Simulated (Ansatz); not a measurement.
Consider the ligand exchange at the Si–C bond: `N[SiH2]C(F)[SiH3]` + `[NH2][GeH2][OH]` → `N[SiH2][O][GeH2][NH2]` + `FC[SiH3]`.

Isolated molecules relaxed with PBE0-D4/def2-TZVP in Ansatz; ΔE leaves out vibrations. CCSD(T)/CBS adds triple-zeta CCSD(T) − MP2 to the extrapolated MP2 energy (def2 sets, frozen cores). DFT in def2-TZVPP. B3LYP here is the variant with VWN-RPA as its local correlation; programs differ in this. For Ge outer-core shells are correlated without core-valence functions, which leaves a few kJ/mol of doubt a bond. Scalar relativity is left out up to krypton. One conformer a species, not always the lowest.

```
   level  ΔE (kJ/mol)
  PBE-D4       -124.2
 PBE0-D4       -131.4
B3LYP-D4       -139.8
 ωB97X-V       -138.3
```

Task: What does CCSD(T)/CBS give? (Estimate.)

Result: Computed: -139.3 kJ/mol. The listed levels differ from it by 15.1, 7.9, -0.5, 1.0 kJ/mol.

Largest T1 diagnostic among the species: 0.012.

From PBE to PBE0 (25 % exact exchange), in def2-TZVPP and without D4, ΔE moves by −7.2 kJ/mol. In def2-TZVPP, CCSD(T) changes the Hartree–Fock value by +17.3 kJ/mol (the triples alone add +2.2 kJ/mol) and MP2 by +14.9 kJ/mol.
